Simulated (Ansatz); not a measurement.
C2H8Al2, SMILES `C[CH2][AlH][AlH2]`. The species carries charge 0 and has multiplicity 1.

```tsv
atom	x (Å)	y (Å)	z (Å)
C1	-0.784	1.351	0.662
C2	-0.808	0.833	-0.774
Al3	0.244	-0.789	-1.147
Al4	1.617	-1.990	0.702
H5	-1.166	0.606	1.366
H6	-1.390	2.254	0.791
H7	0.232	1.600	0.984
H8	-1.839	0.629	-1.092
H9	-0.459	1.610	-1.469
H10	0.215	-1.337	-2.651
H11	3.141	-1.624	1.012
H12	0.996	-3.145	1.615
```

(1) Give the diagnostics of a CCSD(T)/def2-TZVPP run (frozen core, Ansatz). (Best estimate.)

## Answers

(1) Computed: T1 = 0.0103, largest single amplitude 0.013, largest double 0.034, (T) share of the correlation energy 3.4 %, 9 CCSD cycles. The RHF solution is stable towards an unrestricted one. T1 lies under the customary mark of 0.02 for closed shells.
